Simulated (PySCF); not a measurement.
# EPR parameters of [C3H11NO2Si]+

Compound: C3H11NO2Si (charge +1 and doublet state).
Cartesian coordinates in Å at the GFN2-xTB level; atoms count from 1:
```xyz
18
C3H11NO2Si angstrom
C      2.788   -0.515   -0.096
C      1.866    0.680   -0.150
O      0.601    0.345   -0.625
Si    -0.880    0.961   -0.421
O     -0.811    2.038    0.764
N     -1.817   -0.419    0.177
C     -2.432   -1.419   -0.596
H      2.417   -1.254    0.614
H      2.852   -0.998   -1.069
H      3.780   -0.202    0.215
H      1.787    1.179    0.826
H      2.277    1.441   -0.836
H     -1.408    1.354   -1.703
H     -1.509    2.625    1.050
H     -1.700   -0.680    1.150
H     -3.391   -1.708   -0.143
H     -1.843   -2.348   -0.614
H     -2.586   -1.074   -1.615
```

The hyperfine couplings belong to this conformer and change with its torsions.

The species is `CCO[Si@H](O)[NH+]C` [radical] (charge +1).

Computed with PySCF, UKS B3LYP, pcH-1 on C H N O Si, non-relativistic, mean-field spin-orbit, GIAO. Isolated species at its GFN2-xTB geometry (one conformer only). A GFN2-xTB geometry isn't a minimum of the functional, and hyperfine couplings can be far from their values at a DFT geometry, by a factor of two or more for some ions and for spin on atoms past the first row. No stability test was run, so a lower SCF solution isn't excluded.

```
g1, g2, g3   : 2.00375, 2.00397, 2.00566
g_iso        : 2.00446
Form of g    : close to axial: the two nearest values differ by 11 % of g3 − g1
⟨S²⟩         : 0.7552 (exact 0.7500)
Total energy : -615.47335 Eh
```

Hyperfine couplings atom by atom, in mT; T1 to T3 are the principal values of the dipolar part (MHz turned into mT with g_iso):

```
atom  isotope  a_iso  of which spin–orbit     T1     T2    T3  Mulliken spin population
  C1      13C  -0.01                 0.00  -0.03  -0.01  0.04                      0.00
  C2      13C  -0.22                 0.00  -0.13  -0.09  0.22                      0.01
  O3      17O  -0.89                -0.01  -1.91   0.95  0.97                      0.15
 Si4     29Si   0.84                 0.00  -0.03  -0.02  0.06                     -0.02
  O5      17O   0.03                 0.00  -0.20   0.09  0.11                      0.01
  N6      14N   1.01                 0.00  -1.22  -1.21  2.44                      0.71
  C7      13C  -1.08                 0.00  -0.28  -0.07  0.35                     -0.03
  H8       1H   0.39                 0.00  -0.06  -0.01  0.07                      0.00
  H9       1H   0.06                 0.00  -0.05  -0.03  0.07                      0.00
 H10       1H  -0.03                 0.00  -0.04  -0.02  0.06                      0.00
 H11       1H   0.73                 0.00  -0.10  -0.05  0.16                      0.01
 H12       1H   3.39                 0.00  -0.11  -0.06  0.17                      0.04
 H13       1H  -0.19                 0.00  -0.12  -0.06  0.19                      0.00
 H14       1H  -0.03                 0.00  -0.11  -0.04  0.15                      0.00
 H15       1H  -1.73                 0.00  -1.38  -0.33  1.72                     -0.02
 H16       1H   5.62                 0.00  -0.28  -0.14  0.41                      0.06
 H17       1H   7.30                 0.00  -0.26  -0.15  0.41                      0.08
 H18       1H   0.07                 0.00  -0.16  -0.12  0.29                      0.00
```

The largest Mulliken spin populations are on N6 (+0.71), O3 (+0.15) and H17 (+0.08). The angles at N6 add up to 357.7°, so it is nearly planar; its axial dipolar tensor and the negative coupling of its proton fit spin in a p orbital normal to that plane.

Under fast tumbling the dipolar parts average out, and these isotropic splittings remain (the largest six): 3 × 1H (H16/H17/H18, I = 1/2, 4 lines) with 4.33 mT, 1 × 1H (H12, I = 1/2, 2 lines) with 3.39 mT, 1 × 1H (H15, I = 1/2, 2 lines) with 1.73 mT, 1 × 14N (N6, I = 1, 3 lines) with 1.01 mT, 1 × 1H (H11, I = 1/2, 2 lines) with 0.73 mT and 1 × 1H (H13, I = 1/2, 2 lines) with 0.19 mT.

Means are taken over nuclei equivalent by connectivity, which assumes that they swap fast. The three 1H nuclei of mean +121.6 MHz run from 2.0 to 204.9 MHz in the frozen geometry. The three 1H nuclei of mean +4.0 MHz run from -0.9 to 11.0 MHz in the frozen geometry.

The 29Si coupling of Si4 (23.4 MHz) shows only in satellite lines or after enrichment, since that isotope makes up about 4.7 % of natural silicon.

The 17O coupling of O3 (-24.8 MHz) shows only in satellite lines or after enrichment, since that isotope makes up about 0.038 % of natural oxygen.

The spin density at the nucleus, in bohr⁻³, is negative for C7 (-0.0271), Si4 (-0.0264) and H15 (-0.0109), for instance. A restricted open-shell determinant has no negative spin density anywhere; here it arises because α and β orbitals differ (spin polarisation).

Time: 80 s (with the writing of density and orbital grids); peak memory 0.98 GiB. Hardware: one thread, Arm Neoverse V2 (aarch64) (shared host).
